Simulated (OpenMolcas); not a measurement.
# Si⁺: the spin-orbit constant, worked from levels

```
Program             : OpenMolcas
Basis               : ANO-RCC-VQZP [6s5p3d2f1g]
Scalar Hamiltonian  : DKH4, point nucleus
Active space        : 3 electrons in 4 orbitals (3s 3p)
State averaging     : 2S+1 = 4 odd, 1 root (0 in the spin-orbit step); 2S+1 = 2 odd, 3 roots; 2S+1 = 4 even, 3 roots; 2S+1 = 2 even, 6 roots
Spin-orbit coupling : state interaction with AMFI integrals over the reference wave functions, term energies averaged over their components
```

Methods: CASSCF; SS-CASPT2, IPEA 0.25 Eh, imaginary shift 0.1 Eh (closed shells correlated: 2s 2p). Measured levels: NIST Handbook of Basic Atomic Spectroscopic Data.

**The spin-orbit constant.** For the Hund term 2P* of p1, E(J) = (A/2) J(J+1) + constant and ζ = 2S·A = A. From J = 1/2 to J = 3/2 the energy changes by 1.5 A.

| Source | E(3/2) - E(1/2) | A | ζ |
| --- | --- | --- | --- |
| CASSCF | 257.0 | 171.3 | 171 |
| SS-CASPT2 | 257.0 | 171.3 | 171 |
| measured | 287.2 | 191.5 | 191 |

All in cm-1. SS-CASPT2 is off by -10.5 % and CASSCF by -10.5 %. Both methods take the spin-orbit matrix elements from the reference wave functions, so the second can move ζ only through the term energies and any multistate remixing.

Over all roots computed the reference weight is 0.92 to 0.99 in SS-CASPT2; the roots of lowest weight are the least certain, and an intruder state may touch them. Without dynamic correlation excited terms often stand tens of per cent too high (terms of higher spin than the ground term too low), and those without a measured partner can miss by more than the paired ones (holds for CASSCF). Computed and measured levels are paired by configuration, term and J; levels that our copy of the source lacks, or whose pairing is in doubt (as where it misses far off the trend of its configuration), stay unpaired and out of the deviations. Only configurations of the active space appear.

* marks odd parity.
